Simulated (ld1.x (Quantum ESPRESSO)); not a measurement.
**Configuration tests for phosphorus (P) (ultrasoft)**

P, ultrasoft, made with ld1.x (Quantum ESPRESSO) 7.5 (PBEsol, scalar-relativistic). Core [Ne], reference 3s2 3p3. Waves: 3s (bound): rcut 1.05, rcutus 1.45 bohr; 3s channel at -0.65 Ry: rcut 1.05, rcutus 1.45 bohr; 3p (bound): rcut 1.70, rcutus 2.25 bohr; 3p channel at 2.05 Ry: rcut 1.70, rcutus 2.25 bohr; 3d channel at 0.3 Ry: rcut 1.90, rcutus 2.45 bohr. Local part: all-electron potential smoothed inside 1.10 bohr (lloc = -2). Core correction: none. Augmentation charge: PSQ, inside the norm-conserving radii.

Energies are relative to the spin-unpolarised reference configuration 3s2 3p3; without spin polarisation the order of configurations can differ from experiment. Not all tests gave a result: test run stopped at test 6 of 7 (negative rho). The frozen-core shift is the all-electron ΔE with the core orbitals held at their reference shape minus the fully relaxed ΔE.

```
valence configuration  charge  ΔE all-electron (eV)  error AE − PS (meV)  frozen-core shift (meV)
              3s2 3p1      +2                28.810                  +18                      +10
              3s2 3p0      +3                58.515                  +60                      +45
              3s1 3p3      +1                18.793                  +25                     +3.0
            3s2 3p2.5    +0.5                 3.760                 +0.1                     +0.2
```

(1) What are ΔE and the potential's error for 3s2 3p2?

Answers

(1) ΔE = 9.698 eV all-electron; the error (AE − PS) is +1.8 meV.
